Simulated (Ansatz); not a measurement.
Born–Oppenheimer molecular dynamics of F3HOSi (6 atoms, charge 0, multiplicity 1). It goes on from the last frame of an earlier run, with new velocities.

Theory: RKS PBE/STO-3G (Ansatz 0.2.0).

```
ensemble        : NVT, Langevin thermostat
time step       : 0.25 fs
steps asked     : 250
set temperature : 50 K
friction        : 0.01 /fs
seed            : 304074
```

First frame:

```xyz
6
Properties=species:S:1:pos:R:3
Si -0.038 0.054 0.002
O -0.077 -0.057 1.758
H -0.123 -0.767 2.496
F 1.615 -0.069 -0.510
F -0.849 1.394 -0.611
F -0.775 -1.367 -0.611
```

How far do the bonds stretch over the last three quarters of this one trajectory? (Pairs bonded in most of those frames.)


```csv
bond,mean (Å),spread (Å),shortest,longest
Si1–O2,1.729,0.077,1.63,1.86
Si1–F4,1.640,0.044,1.58,1.71
Si1–F5,1.643,0.065,1.55,1.75
Si1–F6,1.654,0.043,1.60,1.73
O2–H3,1.041,0.021,1.00,1.08
```

Mean temperature of the second half: 540 K. The mean temperature of the second half is 981 % above the set value. A run of 0.062 ps of so small a system gives no equilibrium averages. Limits of this set-up: minimal basis.

Run time: 4.4 min on 1 thread of Arm Neoverse V2, on a shared host, peak memory 0.081 GiB.
